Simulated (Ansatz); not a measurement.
Geometry optimisation, RKS LDA/def2-SVP in Ansatz 0.2.0.

Input file:

```yaml
crystal:
  periodic: [false, false, false]
  atoms:
    - { symbol: Hf, position_ang: [0.0, 0.0, 0.0] }
    - { symbol: "N", position_ang: [0.0, 0.0, 2.21] }
    - { symbol: H, position_ang: [-0.877, -0.2713, 2.74] }
    - { symbol: H, position_ang: [0.877, 0.2713, 2.74] }
    - { symbol: Cl, position_ang: [2.3764, 0.0, -0.8392] }
    - { symbol: "N", position_ang: [-1.0409, 1.8034, -0.7359] }
    - { symbol: H, position_ang: [-2.061, 1.7482, -1.0186] }
    - { symbol: H, position_ang: [-0.5204, 2.7241, -0.8065] }
    - { symbol: "N", position_ang: [-1.0409, -1.8034, -0.7359] }
    - { symbol: H, position_ang: [-1.5759, -2.4197, -0.0595] }
    - { symbol: H, position_ang: [-1.0055, -2.0526, -1.7656] }
basis:
  gaussian: { orbitals: def2-SVP }
hamiltonian:
  xc: lda
relax:
  f_tol: 0.02
  max_steps: 40
```

Launched with:

```bash
$ ansatz run input.yaml --threads 2 --pin off --max-ram 3072MiB --backend cpu --events-out ev --progress --plain --runs-dir out
```

Question: Where does it end, and by what steps?

Answer: The run converged. The force dipped under the threshold on the way, but the program's further checks kept it going. After 10 steps the energy has fallen by 1.679 eV; H3 moved furthest, 0.92 Å.

```csv
step,energy less start (eV),largest force component (eV/Å),accepted
0,0.0000,2.531,yes
1,-1.3592,0.720,yes
2,-1.4945,1.043,yes
3,-1.5518,1.063,yes
4,-1.6269,0.273,yes
5,-1.6527,0.153,yes
6,-1.6699,0.203,yes
7,-1.6781,0.028,yes
8,-1.6781,0.016,yes
9,-1.6785,0.030,yes
10,-1.6786,0.004,yes
```

```xyz
11
Properties=species:S:1:pos:R:3
Hf 0.054 0.021 -0.023
N -0.050 0.002 1.992
H -0.629 0.604 2.590
H 0.564 -0.567 2.590
Cl 2.288 0.114 -0.833
N -1.064 1.592 -0.618
H -1.993 1.563 -1.055
H -0.731 2.566 -0.613
N -0.937 -1.625 -0.640
H -1.470 -2.283 -0.059
H -0.900 -1.987 -1.603
```

Whether the end is a true minimum wasn't checked by a vibrational analysis.

Time of the run: 24 s on 2 threads of Arm Neoverse V1, on a shared host, peak memory 0.17 GiB.
